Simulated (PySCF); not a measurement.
# How the method moves the HOMO and LUMO of `C=COCO[SiH3]`

Species: C3H8O2Si.
Z-matrix (Å and degrees, PBE0-D3(BJ)/def2-SVP geometry), rows numbered from 1:
```
C 
C   1  1.3310
O   2  1.3570  1  122.50
C   3  1.3978  2  116.17  1   169.96
O   4  1.3838  3  112.51  2   -73.53
Si  5  1.6821  4  122.50  3   -51.71
H   1  1.0899  2  119.84  3   178.09
H   1  1.0919  2  121.00  3    -1.44
H   2  1.0979  1  122.41  3  -179.33
H   4  1.1039  3  105.11  2   164.79
H   4  1.1051  3  110.52  2    46.71
H   6  1.4906  5  111.80  4    76.88
H   6  1.4955  5  109.60  4   -44.85
H   6  1.4872  5  105.38  4  -163.82
```

Basis pcSseg-1 throughout (PySCF), one geometry. Geometry: PBE0-D3(BJ)/def2-SVP, one conformer, isolated molecule.

Problem. How do the orbital energies, the gap and the dipole change with the method?

Solution. 
| method | kind | HOMO (eV) | LUMO (eV) | gap (eV) | μ (D) | SCF cycles |
| --- | --- | --- | --- | --- | --- | --- |
| BLYP | GGA | -5.50 | -0.33 | 5.18 | 0.60 | 16 |
| OPBE | GGA | -5.61 | -0.30 | 5.32 | 0.59 | 16 |
| B97-D | GGA | -5.62 | -0.35 | 5.27 | 0.59 | 15 |
| PBE | GGA | -5.66 | -0.46 | 5.20 | 0.59 | 16 |
| KT3 | GGA | -5.68 | -0.39 | 5.29 | 0.56 | 16 |
| KT2 | GGA | -5.70 | -0.50 | 5.19 | 0.55 | 16 |
| BP86 | GGA | -5.77 | -0.55 | 5.22 | 0.60 | 15 |
| LDA | LDA | -5.86 | -0.72 | 5.14 | 0.56 | 15 |
| B97-2 | global hybrid | -6.61 | 0.52 | 7.13 | 0.57 | 14 |
| B3LYP | global hybrid | -6.64 | 0.31 | 6.95 | 0.57 | 14 |
| PBE0 | global hybrid | -6.87 | 0.52 | 7.40 | 0.56 | 14 |
| mPW1PW91 | global hybrid | -6.90 | 0.54 | 7.44 | 0.56 | 14 |
| BHandHLYP | global hybrid | -7.93 | 1.48 | 9.41 | 0.55 | 13 |
| CAM-B3LYP | range-separated hybrid | -8.21 | 1.59 | 9.80 | 0.56 | 13 |
| wB97X-D | range-separated hybrid | -8.75 | 2.35 | 11.10 | 0.57 | 14 |
| HF | Hartree–Fock | -9.51 | 3.81 | 13.32 | 0.60 | 11 |
| LC-wPBE | range-separated hybrid | -9.58 | 2.79 | 12.37 | 0.58 | 14 |

The HOMO spans 4.08 eV, from BLYP down to LC-wPBE, and the gap runs from 5.14 eV (LDA) to 13.32 eV (HF). Over the methods BLYP (0 %), OPBE (0 %), B97-D (0 %), PBE (0 %), KT3 (0 %), KT2 (0 %), BP86 (0 %), LDA (0 %), B97-2 (21 %), B3LYP (20 %), PBE0 (25 %), mPW1PW91 (25 %), BHandHLYP (50 %), HF (100 %), a straight line through the gap against the share of exact exchange rises by 0.82 eV for each 10 % (correlation coefficient 0.999). The dipole ranges from 0.55 D (KT2) to 0.60 D (BP86). This basis has no diffuse functions.
